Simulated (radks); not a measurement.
Species: the tin ion Sn4+. Configuration: [Kr] 4d10 (the NIST ground configuration).

Method: non-relativistic Kohn-Sham, r2SCAN, spin-polarised, spherical densities, point nucleus; meta-GGA in the generalised Kohn-Sham scheme; relativity is left out, which matters for an element this heavy; computed with a radial shooting solver on a logarithmic mesh with Libxc functionals.

Energy parts (eV):
part                       energy
total                 -163869.648
kinetic                163808.570
electron-nucleus      -387691.258
Hartree                 64371.885
exchange-correlation    -4358.845

Orbitals (lengths in bohr, moments of r in powers of bohr; r(max) is where P^2 peaks):
orbital,occ.,eigenvalue (eV),r(max)
1s,2,-28064.16,0.02015
2s,2,-4191.409,0.1115
2p,6,-3920.211,0.08737
3s,2,-845.6371,0.3196
3p,6,-733.3726,0.3063
3d,10,-526.1153,0.2521
4s,2,-169.1487,0.7732
4p,6,-131.5177,0.8008
4d,10,-69.0232,0.8797

The highest occupied level is 4d at -69.023 eV. The electron density at the nucleus is 8.793e+04 e/bohr^3. Summed over all electrons, <r^2> = 22.69 bohr^2, which gives a Langevin (diamagnetic) susceptibility term of -18 x 10^-6 cm^3/mol.
